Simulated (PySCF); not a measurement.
# FeBr₂⁺: from structure and modes to constants

All numbers come from UPBE0/[Fe def2-SVP, Br def2-SVP], no relativity, density fitting, PySCF.

The sextet minimum has C2v symmetry. Masses (u): Fe 55.93494, Br 78.91834.

```xyz
3
charge 1 multiplicity 6, angstrom
Fe    0.0000    0.0000   -0.5150
Br    2.0973    0.0000    0.1944
Br   -2.0973    0.0000    0.1944
```

Harmonic wavenumbers (cm⁻¹): 38.6 (a1, ×1), 272.7 (a1, ×1), 440.2 (b2, ×1).

(1) Find the principal moments of inertia and the rotational constants. What kind of rotor is it?

(2) What is the harmonic zero-point energy?

(3) Find the vibrational entropy and heat capacity at 298.15 K.

(4) Give the standard entropy (298.15 K, 1 bar) by its translational, rotational, vibrational and spin parts, and Cp.

## Answers

(1) About the centre of mass I = 20.785, 694.29, 715.08 u Å². With B = 16.8576/I this gives 0.811, 0.02428, 0.02357 cm⁻¹. The molecule is an asymmetric top with κ = -1.00.

(2) Half the sum of all 3 wavenumbers, 752/2 = 376 cm⁻¹, which is 4.5 kJ/mol (1 cm⁻¹ = 0.0119627 kJ/mol).

(3) With u = 1.43878 ω/T, each mode gives S = R[u/(eᵘ−1) − ln(1−e⁻ᵘ)] and C = R u² eᵘ/(eᵘ−1)².
```
ω (cm⁻¹)      u  S (J/(mol K))  C (J/(mol K))
    38.6  0.186          22.29           8.29
   272.7  1.316           6.61           7.21
   440.2  2.124           3.46           5.78
```
The sums over all modes are S = 32.4 and C = 21.3 J/(mol K); the softest mode gives 69 % of the entropy.

(4) Sackur–Tetrode with M = 213.77 u gives 175.8; rotation with symmetry number 2 gives 109.9; vibration 32.4; spin R ln 6 = 14.9. The total is 332.9 J/(mol K), and Cp = 4 R + 21.3 = 54.5 J/(mol K).

Other isomers or separated fragments may lie lower. With open d or f shells other occupations or spin states may lie lower.
